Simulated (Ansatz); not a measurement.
Spectroscopic constants of TaIn, multiplicity 7 (an upper state: multiplicity 5 came lower at PBE0/def2-TZVPP). No spin–orbit coupling.

The constants come from a fifth-degree fit in 1/R (seven points, main isotopes). In def2 and cc sets the state is the lowest found near the PBE0 minimum, followed along R.

The values were computed with Ansatz (Gaussian basis) for Hartree–Fock, density functionals and correlated methods. Values without a source in brackets are computed. In def2 rows elements past Kr take small-core potentials, without spin–orbit coupling.

Energies at PBE0/def2-TZVPP:

```
R (Å)       E (hartree)
--------  -------------
2.526890  -246.98286263
2.594817  -246.98668632
2.657310  -246.98849014
2.727954  -246.98898349
2.798599  -246.98821225
2.880111  -246.98615979
2.975209  -246.98266640
```

Problem. With a reduced mass of 70.2772 u, find the minimum, the force constant and the constants.

Solution. A fifth-degree polynomial in 1/R puts the minimum at r_e = 2.7171 Å with force constant 115 N/m. Then ω_e = (1/2πc)√(k/μ) = 166 cm⁻¹ and B_e = h/(8π²cμr_e²) = 0.03249 cm⁻¹; the cubic and quartic terms give α_e = 9.7e-5 and ω_e x_e = 0.39 cm⁻¹.

Ansatz is a quantum-chemistry and plane-wave program.
